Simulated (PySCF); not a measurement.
C₈H₉B.
Structure used (PBE0-D3(BJ)/def2-SVP), in Å, numbered top down from 1:
```xyz
18
C8H9B angstrom
B      2.4178    0.6998   -0.6956
C      1.0823    0.2126   -0.1430
C      0.1595   -0.4813   -0.8753
C     -1.0734   -0.7108   -0.1425
C     -1.8562    0.5232    0.5184
C     -1.3514    1.8937    0.3692
C     -0.0868    1.9763    0.8240
C      0.4329    0.6017    1.1928
C     -0.8436   -0.2618    1.2723
H      2.8105    0.2744   -1.7592
H      3.1030    1.4932   -0.0881
H      0.3124   -0.7878   -1.9132
H     -1.7305   -1.5463   -0.3947
H     -2.9264    0.3255    0.6147
H     -1.9149    2.7016   -0.1004
H      0.5574    2.8568    0.7732
H      1.1019    0.5609    2.0628
H     -1.0833   -0.8866    2.1362
```

The calculation used TDDFT CAM-B3LYP/def2-SVPD, vertical, gas phase, core orbitals frozen in the response (PySCF).

Computed states:

| state | E (eV) | f |
| --- | --- | --- |
| S1 | 4.48 | 0.074 |
| S2 | 4.77 | 0.156 |
| S3 | 5.52 | 0.0006 |
| S4 | 5.79 | 0.0029 |
| S5 | 6.13 | 0.090 |
| S6 | 6.28 | 0.118 |
| S7 | 6.66 | 0.016 |
| S8 | 6.73 | 0.029 |
| S9 | 6.96 | 0.0079 |
| S10 | 7.12 | 0.040 |

Each state is given a Gaussian of 0.4 eV full width at half maximum, with ε(max) = 2.175×10⁸ f / Δν̃ (Δν̃ the width in cm⁻¹). The width is an assumption, not a result. The curve ends short of the highest state used, and states not computed would add to its high-energy end.

Q: Give the broadened spectrum and its maxima.

A: 
```csv
λ (nm),ε (L mol⁻¹ cm⁻¹)
190.0,4960
193.0,7707
196.1,11123
199.1,12727
202.1,11556
205.1,8454
208.1,5086
211.2,2526
214.2,1146
217.2,510
220.2,248
223.2,138
226.2,85
229.3,60
232.3,70
235.3,157
238.3,419
241.3,1014
244.3,2113
247.4,3872
250.4,6054
253.4,8354
256.4,10304
259.4,11521
262.4,11870
265.5,11454
268.5,10573
271.5,9477
274.5,8318
277.5,7149
280.6,5944
283.6,4796
286.6,3710
289.6,2737
292.6,1922
295.6,1283
298.7,803
301.7,486
304.7,281
307.7,156
310.7,83
313.7,42
316.8,20
319.8,10
```

Maxima: 262 nm (4.73 eV), ε about 12000, made up of S1 (14%) and S2 (86%); 199 nm (6.22 eV), ε about 13000, made up of S5 (41%) and S6 (59%) (ε in L mol⁻¹ cm⁻¹; maxima over ε = 5, shares over 10%).

Q: On this curve, what absorbance would a 10⁻⁵ mol/L sample give at 254 nm over a 1 cm path?

A: 254 nm is 4.881 eV, where ε is about 8800 L mol⁻¹ cm⁻¹, so A = ε c l ≈ 0.088 (Beer–Lambert, with the gas-phase spectrum and the assumed width).

Q: What would ε be at 6.22 eV, the highest of these maxima, with half the width (0.2 eV)?

A: About 18900 L mol⁻¹ cm⁻¹ against 12700, a factor of about 1.5; a lone state at its own centre would give exactly 2.

Q: Coming from long wavelengths, where does ε first pass 100 L mol⁻¹ cm⁻¹?

A: At about 310 nm (4.00 eV), 0.47 eV below S1.

The vertical ionisation energy (ΔSCF) is 8.71 eV, 1.58 eV above S10.

One conformer stands for the species.
